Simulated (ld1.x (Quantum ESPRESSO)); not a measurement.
**Configuration tests for Cr (Z = 24) (TM)**

- Element: chromium (Cr)
- Generator: ld1.x (Quantum ESPRESSO) 7.5
- Type: norm-conserving Troullier–Martins (Kleinman–Bylander form)
- Functional: LDA (PZ)
- Relativity: scalar-relativistic
- Frozen core: [Ne]
- Valence charge: 14
- Reference configuration: 3s2 3p6 3d5 4s0 4p0 (charge +1)
- Partial waves: 3s (bound): rc 1.05 bohr; 3p (bound): rc 1.25 bohr; 4f channel at -0.1 Ry: rc 1.55 bohr; 3d (bound): rc 1.65 bohr
- Local potential: the d channel
- Core correction: none

Energies are relative to the spin-unpolarised reference configuration 3s2 3p6 3d5 4s0 4p0; without spin polarisation the order of configurations can differ from experiment. Spin-polarised rows fill each open shell by Hund’s rule, majority spin first. Not all tests gave a result: 1 of 9 tests not solved or not reliable. Left out of the table: 3s2 3p6 3d6 4s0 4p0 (solver errors, printed error -2160 eV).

```csv
valence configuration,charge,ΔE all-electron (eV),error AE − PS (meV)
3s2 3p6 3d4 4s0 4p0,+2,16.343,-17
3s1 3p6 3d5 4s1 4p0,+1,72.732,-184
3s2 3p6 3d5.5 4s0.5 4p0,0,-6.423,-38
3s2 3p6 3d5 4s0 4p1,0,-3.937,-66
3s2 3p6 3d5 4s0 4p0 (spin-polarised),+1,-4.455,+359
3s2 3p6 3d5 4s1 4p0 (spin-polarised),0,-12.057,+250
```

Question: What are ΔE and the potential's error for 3s2 3p6 3d3 4s0 4p0?

Answer: ΔE = 47.369 eV all-electron; the error (AE − PS) is -20 meV.

Question: What are ΔE and the potential's error for 3s2 3p6 3d5 4s1 4p0?

Answer: ΔE = -7.140 eV all-electron; the error (AE − PS) is -71 meV.

Levels in the configuration 3s2 3p6 3d3 4s0 4p0:

```json
{"level": "3s", "all-electron (eV)": "-112.320", "pseudo (eV)": "-112.448"}
{"level": "3p", "all-electron (eV)": "-83.700", "pseudo (eV)": "-83.832"}
{"level": "3d", "all-electron (eV)": "-39.392", "pseudo (eV)": "-39.332"}
```
